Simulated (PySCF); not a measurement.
# Identify the compound

Molecular formula: C$_{8}$H$_{8}$FN$_{3}$. Simulated spectra:

¹H NMR (600 MHz, computed): δ 8.60 (s, 1H), 7.95 (m, 1H), 7.28 (d, 1H), 2.72 (q, 2H), 1.34 (t, 3H).

¹³C{¹H} NMR (computed): δ 162.4 (C), 138.6 (C), 129.8 (CH), 126.7 (CH), 124.6 (C), 123.2 (CH), 31.9 (CH2), 21.4 (CH3).

Equivalent nuclei averaged, no solvent model, single conformer, non-relativistic. Shielding tensors at PBE0/pcSseg-1 (GIAO); geometry: GFN2-xTB; PySCF 2.14.

Referencing at the same level of theory: TMS for ¹H, ¹³C.

Task: Deduce the structure.

Result: 
- The formula gives 6 degrees of unsaturation (2 rings in the answer).
- 8 carbon signals for 8 carbons: no two carbons are equivalent.
- Carbon types of the structure: 3 × C, 3 × CH, 1 × CH2, 1 × CH3, which accounts for all hydrogens.
- δC 162.4: aromatic carbon bearing fluorine; an ipso carbon deshielded by its heteroatom.
- δC 138.6: substituted aromatic carbon.
- δC 129.8, 123.2: aromatic CH.
- δC 126.7: aromatic CH next to a ring nitrogen.
- δC 124.6: ring-fusion aromatic carbon.
- δC 31.9: sp3 CH2 on an aromatic ring; saturated and bonded to C and H only.
- δH 8.60: hydrogen on an aromatic CH next to a ring nitrogen; ring current plus the neighbouring ring nitrogen.

These data were computed for SMILES CCc1ccc2c(F)nnn2c1.

This is the structure that produced the data.

Splittings by ¹⁹F in the carbon and heteronuclear signals aren't shown, as no couplings were computed. Shifts are as computed. Against solution values, carbons near 30 ppm lie about +3 ppm off and those near 130 ppm about +5 ppm. Of 1211 compounds with measured shifts, 218 miss one by over three times the rms of a fit or turn the order of signals round; such compounds aren't used in these exercises. Multiplicities follow the n + 1 count of equivalent neighbours, as no J values were calculated; m marks all less simple cases, F and P coupling included.
